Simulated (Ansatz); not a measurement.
An input meant for [Cu(N2)2]+ (CuN₄⁺) (charge 1, singlet; with a point charge).

```yaml
crystal:
  periodic: [false, false, false]
  atoms:
    - {symbol: Cu, position_ang: [-0.001141, -0.003108, 0.000020]}
    - {symbol: N, position_ang: [0.000820, 0.010656, 1.872365]}
    - {symbol: N, position_ang: [0.001955, 0.018012, 2.985754]}
    - {symbol: N, position_ang: [-0.000381, -0.010653, -1.872367]}
    - {symbol: N, position_ang: [-0.001243, -0.014908, -2.985771]}
basis:
  gaussian: {orbitals: def2-SVP, fitting: {mean_field: cc-pVTZ-jkfit}, point_charges: [{charge: 1.00, position_ang: [4.439, -0.194, 0.943]}]}
total_charge: 1
magnetization: {spin_polarized: true, initial_magnetization: 1}
hamiltonian: {xc: {name: LC-wPBE}, pseudopotentials: {relativity: scalar}}
```

```sh
$ ansatz run in.yaml --threads 2 --pin off --events-out ev --progress --plain --max-ram 4352MiB
```

Shortened log:

```
Error: a molecule whose nuclei and cores have a total charge of 57 cannot have a net charge of 1 together with 1 unpaired electrons
```

Q: What is wrong with this run?

A: The number of unpaired electrons doesn't fit the electron count. The input was rejected before any iteration.
